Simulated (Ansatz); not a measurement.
Harmonic frequencies (cm⁻¹) at PBE0-D4/def2-TZVP from Ansatz: 54, 115, 140, 159, 222, 246, 325, 506, 611, 621, 677, 731, 778, 828, 905, 931, 946, 972, 987, 1165, 1227, 1345, 1432, 1453, 1474, 2226, 2235, 2238, 3054, 3075, 3137, 3142, 3160.

Each molecule was computed in one conformer, which needn't be the lowest.

(1) Which molecule is it?
A. `CS[SiH](C)S`
B. `CSCS[SiH3]`
C. `C[Si](C)(S)S`
D. `CCSS[SiH3]`

Results:

(1) B.
